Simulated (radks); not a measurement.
Values are calculated unless marked as measured or tabulated.
Species: Bi9+. Configuration: [Xe] 4f14 5d6.

Level of theory: scalar-relativistic Kohn-Sham, PBEsol, spin-polarised, spherical densities, finite nucleus; open shells are filled with parallel spins first (spin-orbit coupling, left out, can overturn this in heavy ions); Fermi nuclear charge, rms radius 5.5211 fm (a radial shooting solver on a logarithmic mesh with Libxc functionals).

Energy parts (hartree):
part                       energy
total                 -21496.0675
kinetic                24363.9262
electron-nucleus      -53338.4529
Hartree                 7862.3645
exchange-correlation    -383.9053

Orbitals (lengths in bohr, moments of r in powers of bohr; r(90%) holds 90 % of the orbital's charge):
orbital  occ.  eigenvalue (hartree)  r(90%)
1s up       1             -3334.273  0.0290
1s down     1             -3334.273  0.0290
2s up       1             -603.4899   0.103
2s down     1             -603.4692   0.103
2p up       3             -517.3009  0.0989
2p down     3             -517.2836  0.0988
3s up       1             -149.6322   0.252
3s down     1             -149.6227   0.252
3p up       3             -124.9943   0.260
3p down     3             -124.9840   0.260
3d up       5             -100.1842   0.244
3d down     5             -100.1684   0.244
4s up       1             -38.32426   0.540
4s down     1             -38.30413   0.540
4p up       3             -30.24113   0.583
4p down     3             -30.22175   0.582
4d up       5             -20.98735   0.628
4d down     5             -20.96455   0.627
4f up       7             -10.79158   0.694
4f down     7             -10.76335   0.691
5s up       1             -10.85963    1.16
5s down     1             -10.74140    1.15
5p up       3              -8.50988    1.31
5p down     3              -8.37145    1.30
5d up       5              -5.76762    1.58
5d down     1              -5.61702    1.58
6s up       0              -4.47421    2.29
6s down     0              -4.37555    2.31
6p up       0              -3.72311    2.59
6p down     0              -3.64610    2.62

The highest occupied level is 5d down at -152.85 eV. Summed over all electrons, <r^2> = 22.44 bohr^2, which gives a Langevin (diamagnetic) susceptibility term of -17.8 x 10^-6 cm^3/mol. Spin moment in Bohr magnetons: 4.
